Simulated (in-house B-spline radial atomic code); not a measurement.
# How G0W0 and RPA depend on the start: H⁻

Configuration 1s2. Computed with an all-electron radial atomic-structure program (B-spline basis): all electrons, non-relativistic, point nucleus, each spin shell either full or empty, empty states to l = 9 with an (l + 1/2)⁻⁴ tail; G0W0 by contour deformation at full frequency.

| start | mean-field 1s (eV) | G0W0 (eV) | QP weight | RPA correlation (Eh) |
| --- | --- | --- | --- | --- |
| Hartree-Fock | -1.258 | ? | ? | ? |
| LC-wPBE | -1.416 | ? | ? | ? |
| wB97X | -1.304 | -1.108 | 0.855 | -0.053744 |
| CAM-B3LYP | -0.344 | -0.734 | 0.736 | -0.058971 |

Q: What G0W0 level, weight and RPA correlation energy follow from the LC-wPBE start?

A: G0W0 level -1.058 eV, weight 0.863, RPA correlation -0.05252 hartree.

Q: What G0W0 level, weight and RPA correlation energy follow from the Hartree-Fock start?

A: G0W0 level -1.064 eV, weight 0.857, RPA correlation -0.049636 hartree.

Q: How much of the dependence on the start does G0W0 remove?

A: The mean-field levels span 1.07 eV and the G0W0 levels 0.374 eV. Against 0.754 eV (electron affinity of the neutral atom) the G0W0 removal energies are off by -0.02 to +0.35 eV.
